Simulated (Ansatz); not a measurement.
ClH3Se3Si, SMILES `Cl[Si]([SeH])([SeH])[SeH]`, charge 0, multiplicity 1.

Give a relaxed structure at PBE0-D4/def2-TZVP (the Gaussian-basis code of Ansatz). (Estimate.)

Ansatz gave: 
Z-matrix (Å, degrees):
```
Si
Se 1 2.263
Se 1 2.268 2 106.2
Cl 1 2.052 2 114.1 3 -113.8
Se 1 2.269 2 111.6 3 129.3
H 2 1.471 1 93.0 3 -167.1
H 3 1.470 1 92.0 2 58.8
H 5 1.470 1 91.9 2 -48.9
```
